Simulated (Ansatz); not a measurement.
One change: `[SiH3][SiH2]BS` becomes `[SiH3][SiH2]BCl`.

Ansatz, PBE0-D4/def2-TZVP geometries, multiplicity 1. Each molecule was computed in one conformer, which needn't be the lowest.

```json
{"property": "HOMO–LUMO gap (ωB97M-V/def2-TZVPP) / eV", "`[SiH3][SiH2]BS`": "9.87"}
{"property": "LUMO energy (B3LYP/def2-TZVPP) / eV", "`[SiH3][SiH2]BS`": "-2.06"}
{"property": "HOMO energy (ωB97M-V/def2-TZVPP) / eV", "`[SiH3][SiH2]BS`": "-9.87"}
{"property": "HOMO energy (PBE0/def2-TZVPP) / eV", "`[SiH3][SiH2]BS`": "-7.86"}
{"property": "HOMO–LUMO gap (PBE0/def2-TZVPP) / eV", "`[SiH3][SiH2]BS`": "5.95"}
{"property": "LUMO energy (ωB97M-V/def2-TZVPP) / eV", "`[SiH3][SiH2]BS`": "0.01"}
```

(1) Give the same properties after the change, and the shifts. (An estimate is asked.)

Answers

(1) The calculation gave: 
```tsv
property	`[SiH3][SiH2]BCl`	shift
HOMO–LUMO gap (ωB97M-V/def2-TZVPP) / eV	9.48	-0.39
LUMO energy (B3LYP/def2-TZVPP) / eV	-2.49	-0.43
HOMO energy (ωB97M-V/def2-TZVPP) / eV	-9.86	0.01
HOMO energy (PBE0/def2-TZVPP) / eV	-7.80	0.06
HOMO–LUMO gap (PBE0/def2-TZVPP) / eV	5.46	-0.49
LUMO energy (ωB97M-V/def2-TZVPP) / eV	-0.38	-0.39
```

With PBE0 the HOMO rises by 0.06 eV and the LUMO falls by 0.42 eV, so the gap narrows by about 0.48 eV. PBE moves the HOMO by 0.15 eV and ωB97M-V by 0.01 eV.

B3LYP here is the variant with VWN-RPA as its local correlation; programs differ in this.
